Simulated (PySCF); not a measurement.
Computed IR spectrum (relative IR intensity) of a molecule C5H9N. Geometry: PBE-D3(BJ)/def2-SVP. The values are those of a single conformer. Computed with PySCF 2.14.0 with PBE-D3(BJ)/def2-SVP. Frequencies are harmonic and unscaled.

```tsv
ν (cm⁻¹)	relative intensity
306	3.5
394	7.1
609	3.2
786	11
861	36
943	10
980	22
1081	7.9
1136	9.0
1168	13
1184	2.3
1206	5.7
1291	44
1373	5.2
1405	22
1420	4.7
1437	11
1743	25
2824	100
2849	72
2862	78
2973	72
2998	39
3051	15
3074	5.4
3169	5.6
```

### Question
Pick the molecule that these values belong to.
A. C#CCCCN
B. C=C1CN(C)C1
C. CCN1C=CC1
D. CC=C=CNC

### Answer
B, C=C1CN(C)C1
